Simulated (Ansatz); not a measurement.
This geometry of C$_{3}$H$_{4}$BN (9 atoms, charge 0, multiplicity 1) is a first-order saddle point.

Method: Ansatz, RKS revPBE/cc-pVDZ.

```xyz
9
Properties=species:S:1:pos:R:3
C 1.248 2.539 -0.323
C 0.796 1.390 -0.280
B 0.288 -0.049 -0.277
N -0.815 -0.443 0.623
C -1.173 -1.681 0.554
H 1.635 3.547 -0.352
H 0.815 -0.856 -1.032
H -0.707 -2.438 -0.130
H -1.999 -2.055 1.200
```

Question: Which two structures does it join? (They come from a converged band through this point; their orientation in space is the band's.)

Answer: No bond is made or broken.  The two ends are copies of one structure, up to a mirror image or an exchange of like atoms.

First end point:

```xyz
9
Properties=species:S:1:pos:R:3
C 0.696 2.529 -0.644
C 0.728 1.311 -0.460
B 0.832 -0.207 -0.252
N -0.233 -0.935 0.232
C -1.188 -1.628 0.671
H 0.663 3.597 -0.805
H 1.853 -0.820 -0.506
H -1.937 -2.086 -0.013
H -1.326 -1.807 1.760
```

Last end point:

```xyz
9
Properties=species:S:1:pos:R:3
C 0.697 2.530 -0.643
C 0.729 1.313 -0.457
B 0.831 -0.206 -0.250
N -0.233 -0.936 0.234
C -1.189 -1.629 0.669
H 0.665 3.598 -0.804
H 1.852 -0.819 -0.506
H -1.329 -1.810 1.758
H -1.936 -2.086 -0.017
```

Question: How far does it lie above each of them?

Answer: 0.74 eV above the first and 0.74 eV above the second. This is the barrier of this one path; another mechanism may lie lower.

The run took 3.7 min on 1 CPU thread of a shared host.
